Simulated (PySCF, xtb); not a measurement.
C3H8N, SMILES [C](N)(C)C, multiplicity 2. Other conformers were not sampled.

Harmonic wavenumbers (cm⁻¹) from GFN2-xTB (xtb) at its own minimum, in rising order: 96, 105, 187, 213, 358, 398, 737, 842, 973, 982, 1033, 1044, 1060, 1331, 1368, 1394, 1411, 1479, 1481, 1486, 1492, 1504, 2816, 2826, 3008, 3010, 3014, 3020, 3369, 3434.

### Question
What does ωB97X-D3(BJ)/def2-SVP in PySCF give at its own minimum? (Estimate from the structure and the level; the computed values follow.)

### Answer
132, 139, 178, 254, 373, 410, 577, 815, 962, 979, 1025, 1063, 1076, 1359, 1374, 1426, 1436, 1452, 1462, 1476, 1492, 1626, 2958, 2967, 3083, 3083, 3151, 3154, 3570, 3682. Paired by order, the mean absolute difference is 60 cm⁻¹ and the zero-point energies are 65.0 and 66.8 kcal/mol.
